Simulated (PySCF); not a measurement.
Species: C₄H₅ClFSi (doublet state).
Cartesian coordinates in Å at the GFN2-xTB level; atoms count from 1:
```
atom  x, y, z in Å
F1     1.0204    2.3714    0.0268
C2     0.5550    1.1131    0.0096
C3     1.3878    0.0174   -0.0414
Cl4    3.1082    0.2054   -0.0882
C5     0.7728   -1.2231   -0.0528
Si6   -1.0752   -1.0184    0.0030
C7    -0.9066    0.8931    0.0464
H8     1.3598   -2.1220   -0.0907
H9    -1.7904   -1.4659   -1.1954
H10   -1.7269   -1.5259    1.2135
H11   -1.3772    1.3993   -0.7985
H12   -1.3267    1.3551    0.9417
```

The species is `FC1=C(Cl)[CH][SiH2]C1` [radical].

The calculation used PySCF, UKS B3LYP, pcH-1 on C Cl F H Si, non-relativistic, mean-field spin-orbit, GIAO. Isolated species at its GFN2-xTB geometry, gas phase. The geometry wasn't refined by DFT: couplings that depend on bond lengths, twists or pyramidal angles can differ widely from those at the functional's own minimum. The SCF solution wasn't tested for stability. ⟨S²⟩ is 0.773 where a pure state has 0.75.

Mulliken spin populations: F1 +0.043, C2 +0.539, C3 -0.209, Cl4 -0.008, C5 +0.653, Si6 -0.024, C7 -0.046, H8 -0.029, H9 +0.018, H10 +0.017, H11 +0.023, H12 +0.023. Main spin sites, with 60 % or more of the largest population: C2, C5; positions count bonds from the nearest.

Task: What dipolar couplings does the calculation give for H9, H10, H11, H12?

Result: 
```tsv
atom	position	distance from C5 (Å)	T1 (MHz)	T2	T3
H9	2 bonds from C5	2.82	-1.96	-1.53	3.49
H10	2 bonds from C5	2.82	-1.96	-1.53	3.49
H11	2 bonds from C2	3.47	-3.57	-2.24	5.81
H12	2 bonds from C2	3.47	-3.56	-2.25	5.81
```

Task: Estimate them with point dipoles: put each population ρk at its nucleus, leave out the nucleus itself and the atom bound to it, and sum T = Σ [ρk/(2S)]·C·(3 n nᵀ − 1)/r³ with C = μ0 gₑ μB g_N μN/(4π h) = 79.06 MHz Å³.

Result: 
```tsv
atom	T1 (MHz)	T2	T3	T3, computed	difference in T3 (%)
H9	-2.62	-2.05	4.67	3.49	+34
H10	-2.61	-2.05	4.66	3.49	+34
H11	-4.87	-4.25	9.11	5.81	+57
H12	-4.87	-4.24	9.11	5.81	+57
```
